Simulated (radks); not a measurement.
Problem. Valence configurations of the europium ion Eu+ (all share [Xe]). All-electron calculation, non-relativistic Kohn-Sham, r2SCAN, spin-polarised, spherical densities, point nucleus; open shells are filled with parallel spins first (spin-orbit coupling, left out, can overturn this in heavy ions); meta-GGA in the generalised Kohn-Sham scheme; relativity is left out, which matters for an element this heavy. Program: a radial shooting solver on a logarithmic mesh with Libxc functionals. Order these by energy: 4f6 6s2; 4f4 6s1 6p3; 4f6 6p2; 4f7 5d1; 4f6 6s1 6p1; 4f7 6p1; 4f7 6s1; 4f6 5d1 6s1; 4f6.5 6s1.5; 4f8.

Solution. From the lowest, in eV above it: 4f7 6s1 0.000; 4f7 5d1 0.615; 4f7 6p1 2.754; 4f8 3.469; 4f6.5 6s1.5 4.532; 4f6 5d1 6s1 8.604; 4f6 6s2 10.784; 4f6 6s1 6p1 12.656; 4f6 6p2 15.987; 4f4 6s1 6p3 66.986. NIST lists [Xe] 4f7 6s1 as the ground configuration; this level of theory agrees among the configurations tried. The energies are those of spherical high-spin densities, not of single terms. Relativity is left out, which favours d and f over s occupation in heavy atoms.
